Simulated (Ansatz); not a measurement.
C₂₂H₁₄⁺, that is pentacene with one electron fewer. Total charge 1; doublet. Geometry PBE-D4/def2-SVP, that of the neutral singlet; atoms count from 1.

Cartesian coordinates in Å:
```
C 0.733 -5.830 1.947
C 1.371 -5.999 0.673
C 1.478 -4.939 -0.201
C 0.958 -3.643 0.139
C 1.053 -2.549 -0.728
C 0.537 -1.272 -0.387
C 0.630 -0.166 -1.257
C 0.115 1.100 -0.913
C 0.205 2.216 -1.784
C -0.308 3.471 -1.437
C -0.221 4.605 -2.315
C -0.735 5.829 -1.948
C -1.372 5.998 -0.674
C -1.479 4.939 0.200
C -0.958 3.643 -0.139
C -1.052 2.549 0.729
C -0.536 1.272 0.388
C -0.628 0.167 1.258
C -0.114 -1.100 0.914
C -0.204 -2.216 1.785
C 0.308 -3.471 1.437
C 0.220 -4.605 2.315
H 0.657 -6.689 2.631
H 1.774 -6.985 0.397
H 1.967 -5.066 -1.179
H 1.543 -2.679 -1.707
H 1.120 -0.296 -2.235
H 0.695 2.087 -2.763
H 0.269 4.473 -3.293
H -0.660 6.688 -2.633
H -1.777 6.984 -0.399
H -1.968 5.066 1.179
H -1.542 2.679 1.707
H -1.118 0.297 2.236
H -0.694 -2.087 2.763
H -0.270 -4.474 3.292
```

Estimate the Mulliken populations of the heavy atoms from the PBE0/def2-SVP orbitals of Ansatz.


```json
{"atom": "C1", "charge (e)": "0.00", "spin (α − β)": "0.02"}
{"atom": "C2", "charge (e)": "0.00", "spin (α − β)": "0.02"}
{"atom": "C3", "charge (e)": "0.00", "spin (α − β)": "0.06"}
{"atom": "C4", "charge (e)": "0.02", "spin (α − β)": "-0.04"}
{"atom": "C5", "charge (e)": "0.00", "spin (α − β)": "0.19"}
{"atom": "C6", "charge (e)": "0.03", "spin (α − β)": "-0.09"}
{"atom": "C7", "charge (e)": "0.01", "spin (α − β)": "0.25"}
{"atom": "C8", "charge (e)": "0.03", "spin (α − β)": "-0.09"}
{"atom": "C9", "charge (e)": "0.00", "spin (α − β)": "0.19"}
{"atom": "C10", "charge (e)": "0.02", "spin (α − β)": "-0.04"}
{"atom": "C11", "charge (e)": "0.00", "spin (α − β)": "0.06"}
{"atom": "C12", "charge (e)": "0.00", "spin (α − β)": "0.02"}
{"atom": "C13", "charge (e)": "0.00", "spin (α − β)": "0.02"}
{"atom": "C14", "charge (e)": "0.00", "spin (α − β)": "0.06"}
{"atom": "C15", "charge (e)": "0.02", "spin (α − β)": "-0.04"}
{"atom": "C16", "charge (e)": "0.00", "spin (α − β)": "0.19"}
{"atom": "C17", "charge (e)": "0.03", "spin (α − β)": "-0.09"}
{"atom": "C18", "charge (e)": "0.01", "spin (α − β)": "0.25"}
{"atom": "C19", "charge (e)": "0.03", "spin (α − β)": "-0.09"}
{"atom": "C20", "charge (e)": "0.00", "spin (α − β)": "0.19"}
{"atom": "C21", "charge (e)": "0.02", "spin (α − β)": "-0.04"}
{"atom": "C22", "charge (e)": "0.00", "spin (α − β)": "0.06"}
```
Mulliken values depend strongly on the basis.

Where does the spin sit?

Summed by element: C 1.07, H -0.07, of 1 unpaired in all. Largest on single atoms: C18 0.25, C7 0.25, C16 0.19.

And the Mayer bond orders between heavy atoms (over 0.3)?

C1–C2 1.24 (1.43 Å); C1–C22 1.51 (1.38 Å); C2–C3 1.51 (1.38 Å); C3–C4 1.22 (1.44 Å); C4–C5 1.33 (1.40 Å); C4–C21 1.16 (1.46 Å); C5–C6 1.28 (1.42 Å); C6–C7 1.29 (1.41 Å); C6–C19 1.12 (1.46 Å); C7–C8 1.29 (1.41 Å); C8–C9 1.28 (1.42 Å); C8–C17 1.12 (1.46 Å); C9–C10 1.33 (1.40 Å); C10–C11 1.22 (1.44 Å); C10–C15 1.16 (1.46 Å); C11–C12 1.51 (1.38 Å); C12–C13 1.24 (1.43 Å); C13–C14 1.51 (1.38 Å); C14–C15 1.22 (1.44 Å); C15–C16 1.33 (1.40 Å); C16–C17 1.28 (1.42 Å); C17–C18 1.29 (1.41 Å); C18–C19 1.29 (1.41 Å); C19–C20 1.28 (1.42 Å); C20–C21 1.33 (1.40 Å); C21–C22 1.22 (1.44 Å).
